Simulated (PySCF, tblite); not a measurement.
Isomers of C7H15NSi, one GFN2-xTB conformer each. Single-point energies are computed at PBE0/pcSseg-1 (PySCF, gas phase, no added dispersion term), electronic only.

```csv
SMILES,GFN2-xTB relative energy (kJ/mol)
[SiH3]N[C@H]1[C@H]2CC[C@@H]1CC2,0.0
C=C1C[C@@H](CC)[C@H]1N[SiH3],159.5
C1CC(N2CCC[SiH2]2)C1,80.3
C=C[C@@]1(N(C)C)[SiH2][C@@H]1C,360.0
C1CCN([SiH]2CCC2)C1,123.7
C=CC(=C)C[SiH2]N(C)C,243.9
C#C[C@@](C)(CCC)N[SiH3],234.8
```

Conformers: `[SiH3:1][NH:2][C@H:3]1[C@H:4]2[CH2:5][CH2:6][C@@H:7]1[CH2:8][CH2:9]2` with Si1–N2–C3–C4 172°; `[CH2:1]=[C:2]1[CH2:3][C@@H:4]([CH2:5][CH3:6])[C@H:7]1[NH:8][SiH3:9]` with C3–C4–C5–C6 -78°, C4–C7–N8–Si9 -92°, C1–C2–C3–C4 163°, C2–C3–C4–C5 -106°, C3–C4–C7–N8 -131°, C1–C2–C7–C4 -163°; `[CH2:1]1[CH2:2][CH:3]([N:4]2[CH2:5][CH2:6][CH2:7][SiH2:8]2)[CH2:9]1` with C2–C3–N4–C5 173°, C9–C1–C2–C3 -11°, C1–C2–C3–N4 132°, C3–N4–C5–C6 -171°, N4–C5–C6–C7 -42°; `[CH2:1]=[CH:2][C@@:3]1([N:4]([CH3:5])[CH3:6])[SiH2:7][C@@H:8]1[CH3:9]` with C1–C2–C3–N4 169°, C2–C3–N4–C5 -59°; `[CH2:1]1[CH2:2][CH2:3][N:4]([SiH:5]2[CH2:6][CH2:7][CH2:8]2)[CH2:9]1` with C3–N4–Si5–C6 80°, C9–C1–C2–C3 1°, C1–C2–C3–N4 24°, C2–C3–N4–Si5 94°, N4–Si5–C6–C7 125°; `[CH2:1]=[CH:2][C:3](=[CH2:4])[CH2:5][SiH2:6][N:7]([CH3:8])[CH3:9]` with C1–C2–C3–C4 175°, C2–C3–C5–Si6 85°, C3–C5–Si6–N7 176°, C5–Si6–N7–C8 40°; `[CH:1]#[C:2][C@@:3]([CH3:4])([CH2:5][CH2:6][CH3:7])[NH:8][SiH3:9]` with C2–C3–C5–C6 64°, C3–C5–C6–C7 -178°, C2–C3–N8–Si9 167°.

Question: What does PBE0/pcSseg-1 give for the same structures?

Answer: 
```
                         SMILES  PBE0/pcSseg-1 E (Eh)  PBE0/pcSseg-1 (kJ/mol)  GFN2-xTB (kJ/mol)  point group
[SiH3]N[C@H]1[C@H]2CC[C@@H]1CC2            -619.45421                     0.0                0.0           C1
            C1CCN([SiH]2CCC2)C1            -619.43902                    39.9              123.7      near Cs
           C1CC(N2CCC[SiH2]2)C1            -619.43305                    55.6               80.3           C1
   C=C1C[C@@H](CC)[C@H]1N[SiH3]            -619.40539                   128.2              159.5           C1
           C=CC(=C)C[SiH2]N(C)C            -619.40507                   129.0              243.9           C1
        C#C[C@@](C)(CCC)N[SiH3]            -619.37722                   202.1              234.8           C1
 C=C[C@@]1(N(C)C)[SiH2][C@@H]1C            -619.35431                   262.3              360.0           C1
```

Both levels put the same isomer lowest; measured from each level's own lowest isomer, the values differ by up to 114.9 kJ/mol (C=CC(=C)C[SiH2]N(C)C: 243.9 against 129.0). As drawn, the lowest has an N–H bond, which the highest lacks; the highest has a three-membered ring, an Si–C bond and a C=C bond outside aromatic rings, which the lowest lacks. Neighbours under 10 kJ/mol apart (C=C1C[C@@H](CC)[C@H]1N[SiH3] and C=CC(=C)C[SiH2]N(C)C) can change places with a better method, another conformer or zero-point energy.

Question: Which frontier levels, dipoles and rotational constants go with these structures?

Answer: 
```csv
SMILES,"HOMO (eV, PBE0/pcSseg-1)",LUMO (eV),dipole (D),"A, B, C (MHz)"
[SiH3]N[C@H]1[C@H]2CC[C@@H]1CC2,-6.53,0.64,1.04,"2689, 906.4, 876.4"
C1CCN([SiH]2CCC2)C1,-6.45,0.93,1.28,"3384, 832.1, 747.7"
C1CC(N2CCC[SiH2]2)C1,-6.03,0.95,0.74,"2980, 905.4, 792.9"
C=C1C[C@@H](CC)[C@H]1N[SiH3],-6.61,0.02,1.01,"1515, 1043, 678.6"
C=CC(=C)C[SiH2]N(C)C,-6.20,-0.77,1.01,"2563, 673.1, 618.7"
C#C[C@@](C)(CCC)N[SiH3],-6.84,0.69,0.80,"1378, 1050, 741.8"
C=C[C@@]1(N(C)C)[SiH2][C@@H]1C,-5.93,-0.23,0.43,"1471, 1271, 1072"
```

Question: What happens when harmonic zero-point energies from GFN2-xTB frequencies are added?

Answer: 
```tsv
SMILES	ZPE (kJ/mol)	electronic (kJ/mol)	with ZPE (kJ/mol)
[SiH3]N[C@H]1[C@H]2CC[C@@H]1CC2	538.8	0.0	0.0
C1CCN([SiH]2CCC2)C1	547.6	39.9	48.7
C1CC(N2CCC[SiH2]2)C1	540.7	55.6	57.5
C=C1C[C@@H](CC)[C@H]1N[SiH3]	523.9	128.2	113.3
C=CC(=C)C[SiH2]N(C)C	522.2	129.0	112.5
C#C[C@@](C)(CCC)N[SiH3]	517.6	202.1	181.0
C=C[C@@]1(N(C)C)[SiH2][C@@H]1C	524.2	262.3	247.8
```

The zero-point energies span 30.0 kJ/mol. The lowest isomer stays, but the order above it changes.
